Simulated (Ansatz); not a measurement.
**Worked example: the barrier**

An elementary step of SiH2Cl3F, singlet (SiHCl₃ ([Cl][SiH]([Cl])[Cl]) + HF → SiCl₃F ([F][Si]([Cl])([Cl])[Cl]) + H₂; bonds formed: Si1–F7, H2–H6; bonds broken: Si1–H2, H6–F7). “Start” is the structure reached by relaxing down from the saddle towards the reactants; PBE0-D4/def2-TZVP structures. The saddle:

Si1  (-0.329, -0.052, -0.075)
H2  (1.232, -0.562, -0.304)
Cl3  (-0.806, -1.623, -1.338)
Cl4  (-1.305, -0.573, 1.622)
Cl5  (-1.019, 1.543, -1.116)
H6  (1.388, 0.205, 0.304)
F7  (0.838, 1.062, 0.907)
(Å)

Program: Ansatz 0.2.0. Basis: def2-TZVPP and def2-QZVPP. Cores are frozen in the correlated methods.

Energies in eV:

| quantity | saddle | start |
| --- | --- | --- |
| Hartree–Fock, triple zeta (X = 3) | -48115.24501 | -48117.66424 |
| Hartree–Fock, quadruple zeta (X = 4) | -48116.66508 | -48119.07860 |
| MP2 correlation, X = 3 | -26.75423 | -26.01296 |
| MP2 correlation, X = 4 | -29.38264 | -28.62581 |
| CCSD(T) correlation, X = 3 | -29.20814 | -28.53930 |

**Question.** Work out the barrier at the basis limit: extrapolate Hartree–Fock as E(X) = E∞ + A exp(−7.88 √X) and the MP2 correlation as E(X) = E∞ + B X^−2.97 (the exponents that Neese and Valeev fitted for def2-TZVPP and QZVPP), then add CCSD(T) − MP2 in triple zeta.

**Answer.** Each step is linear, so take the differences first (saddle − start): Hartree–Fock 2.41923 (X = 3) and 2.41352 (X = 4); MP2 correlation -0.74127 and -0.75683; CCSD(T) correlation -0.66884.
Two points give E∞ = E(4) + w [E(4) − E(3)], with w = 1/(exp(7.88 (2 − √3)) − 1) = 0.1377 for Hartree–Fock and w = 1/((4/3)^2.97 − 1) = 0.7407 for the correlation.
Hartree–Fock: 2.41352 + 0.1377 × (-0.00571) = 2.4127 eV.
MP2 correlation: -0.75683 + 0.7407 × (-0.01556) = -0.7684 eV.
CCSD(T) − MP2: -0.66884 − (-0.74127) = 0.0724 eV.
Sum: 2.4127 + (-0.7684) + 0.0724 = 1.7167 eV, or 39.59 kcal/mol. Plain CCSD(T) in triple zeta gives 1.7504 eV, so the larger basis shifts the result by -0.0337 eV.

T1 diagnostic: at most 0.011.

Labels in which every atom is bracketed show which atoms are joined, not bond orders.

For scale, one of the runs: CCSD(T)/def2-TZVPP, 227 basis functions (an equivalent command: `ansatz run in.yaml --threads 4`). The run took 98 s on 4 CPU threads (shared host), with 3.5 GiB of host memory at its peak.
